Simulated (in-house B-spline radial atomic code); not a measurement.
Values are calculated unless marked as measured or tabulated.
# Making a Troullier-Martins p channel for Sr, r_c = 1.01 bohr

Sr, [Kr] 5s2, non-relativistic PBE, spherical and spin-unpolarised, from a B-spline radial code for spherical atoms (atomic units). The all-electron 4p level is ε = -0.843052 hartree, its outermost node lies just inside 0.63 bohr and its outer maximum at 1.34 bohr.

Inside r_c the pseudo-orbital is u(r) = r^2 exp(p(r)), with p = c0 + c2 r² + c4 r⁴ + … + c12 r¹². The seven coefficients follow from p and its first four derivatives at r_c, from zero curvature of the screened potential at the origin, c4 = −c2²/(2l + 5), and from the norm inside r_c. At r_c the all-electron orbital has P = 0.7403005, P' = 1.057635, the screened potential V = -4.68267, V' = 9.20349, V'' = -28.41495, and the norm inside is Q = 0.1365018.

(1) What are p, p' and p'' at r_c?

For a trial c2 the five matching conditions are linear in c0, c6, c8, c10 and c12, and c2 is varied until the norm inside r_c equals Q. The root nearest zero gives:

```tsv
n	c_n
0	1.450375
2	-5.471179
4	-4.276257
6	35.09898
8	-50.88929
10	30.59396
12	-6.821975
```

(2) Check c4 and p(r_c), and find the screened pseudopotential at the origin.

Orbitals and screened potentials:

| r (bohr) | P | u | V all-electron | V pseudo |
| --- | --- | --- | --- | --- |
| 0.101 | 0.2698 | 0.04113 | -256.3 | -28.09 |
| 0.252 | -0.2638 | 0.1896 | -66.66 | -24.68 |
| 0.404 | -0.4262 | 0.2867 | -29.27 | -13.46 |
| 0.556 | -0.1545 | 0.3101 | -15.83 | -1.07 |
| 0.707 | 0.2165 | 0.3711 | -9.782 | 4.339 |
| 0.858 | 0.5284 | 0.5405 | -6.545 | -0.6646 |
| 1.01 | 0.7403 | 0.7403 | -4.683 | -4.683 |

Logarithmic derivatives P'/P at R = 1.31 bohr, for energies E around ε:

| E − ε (hartree) | all-electron | pseudo |
| --- | --- | --- |
| -0.5 | 0.47307 | 0.467393 |
| -0.25 | 0.276268 | 0.274579 |
| -0.1 | 0.151408 | 0.151048 |
| 0 | 0.0650611 | 0.0649813 |
| 0.1 | -0.0239484 | -0.024352 |
| 0.25 | -0.162824 | -0.165123 |
| 0.5 | -0.410177 | -0.420804 |

(3) With P(R) = 0.8932761 and a norm of 0.3497052 inside R, what slope in energy does norm conservation fix?

Answers

(1) p = ln(P/r_c^2) = ln(0.7403005/1.0201) = -0.32060. p' = P'/P − 2/r_c = 1.42866 − 1.98020 = -0.55154. The radial equation gives p'' = 2(V − ε) − 2(2) p'/r_c − p'² = -7.67924 − (-2.18432) − 0.30420 = -5.79911. Differentiating, p''' = 2V' + 2(2)p'/r_c² − 2(2)p''/r_c − 2p'p'' = 32.814, and p'''' = 2V'' − 4(2)p'/r_c³ + 4(2)p''/r_c² − 2(2)p'''/r_c − 2p''² − 2p'p''' = -259.05.

(2) −c2²/7 = -4.27626, as listed. The terms c_n r_c^n are 1.45038, -5.58115, -4.44989, 37.25828, -55.10580, 33.79476, -7.68717, which sum to -0.32060. Inverting the radial equation, V_l(r) = ε + 2 p'/r + (p'' + p'²)/2, so V_l(0) = ε + (2l + 3) c2 = -0.843052 + 5 × (-5.47118) = -28.1989 hartree, finite where the all-electron potential diverges.

(3) d(P'/P)/dE = −2 × (norm inside R)/P(R)² = -0.8765 per hartree·bohr at E = ε, for both atoms, since orbital and norm agree at R. Differences over ±0.1 hartree give -0.8768 (all-electron) and -0.8770 (pseudo), which also hold third-order terms. Half a hartree below ε the two curves differ by -0.0057.
